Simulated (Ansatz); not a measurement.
Consider the substitution at a C–Ga bond: `[CH3][GaH][CH2]F` + `N[SiH2][SiH3]` → `FCN[SiH2][SiH3]` + `[CH3][GaH2]`.

Gas-phase electronic energies from Ansatz, PBE0-D4/def2-TZVP geometries. CCSD(T)/CBS is the MP2 limit (def2-TZVPP, def2-QZVPP) plus CCSD(T) − MP2 in def2-TZVPP, frozen cores. This one scheme is used for every species. DFT in def2-TZVPP. B3LYP here is the variant with VWN-RPA as its local correlation; programs differ in this. For Ga outer-core shells are correlated without core-valence functions, which leaves a few kJ/mol of doubt a bond. Scalar relativity is left out up to krypton. Each species was taken in one conformer, which may not be the lowest.

`[CH3][GaH][CH2]F`:

Z-matrix (Å, degrees):
```
C
Ga 1 1.961
H 1 1.093 2 110.3
H 1 1.093 2 110.2 3 117.8
H 1 1.090 2 111.5 3 -121.2
C 2 1.994 1 120.4 3 121.6
H 2 1.577 1 122.4 3 -58.4
F 6 1.395 2 111.8 1 0.1
H 6 1.097 2 111.3 1 120.7
H 6 1.097 2 111.3 1 -120.6
```

`N[SiH2][SiH3]`:

Cartesian coordinates in Å:
```
N -0.659 1.541 -0.628
Si 0.257 0.653 0.531
Si 0.119 -1.625 0.010
H -0.508 1.379 -1.611
H -0.871 2.511 -0.457
H -0.336 0.923 1.869
H 1.706 1.019 0.629
H 0.544 -1.853 -1.401
H -1.270 -2.134 0.163
H 1.018 -2.413 0.896
```

`FCN[SiH2][SiH3]`:

```xyz
13

F    -1.869    0.970    0.608
C    -1.949   -0.301    0.014
N    -0.919   -0.533   -0.910
Si    0.729   -0.813   -0.414
Si    1.753    1.015    0.643
H    -2.930   -0.348   -0.463
H    -1.893   -1.020    0.835
H    -1.060   -0.068   -1.795
H     1.476   -1.173   -1.649
H     0.709   -1.976    0.518
H     3.196    0.726    0.880
H     1.105    1.296    1.951
H     1.651    2.225   -0.218
```

`[CH3][GaH2]`:

Cartesian coordinates in Å:
```
C -0.501 0.745 0.115
Ga 0.561 -0.889 -0.146
H 0.181 1.599 0.202
H -1.175 0.941 -0.720
H -1.076 0.701 1.042
H 1.260 -1.581 1.084
H 0.750 -1.515 -1.577
```

```csv
level,ΔE (kJ/mol)
B3LYP-D4,3.4
ωB97X-V,0.9
B2PLYP,6.0
PBE0,4.7
B3LYP,6.8
MP2/def2-QZVPP,10.1
MP2/CBS(def2),12.4
CCSD/CBS(def2),11.0
```

Task: What does CCSD(T)/CBS give? (Best estimate.)

Result: Ansatz gave: +10.4 kJ/mol. The listed levels differ from it by -7.0, -9.5, -4.4, -5.7, -3.6, -0.3, 2.0, 0.6 kJ/mol.

Largest T1 diagnostic among the species: 0.012.

The D4 term adds −3.4 kJ/mol with B3LYP and −2.0 kJ/mol with PBE0; it sums over pairs of atoms, weighted by their polarisabilities, and B3LYP, whose exchange is more repulsive, gets the larger term. In def2-TZVPP, CCSD(T) changes the Hartree–Fock value by +7.4 kJ/mol (the triples alone add −0.6 kJ/mol) and MP2 by +9.4 kJ/mol.
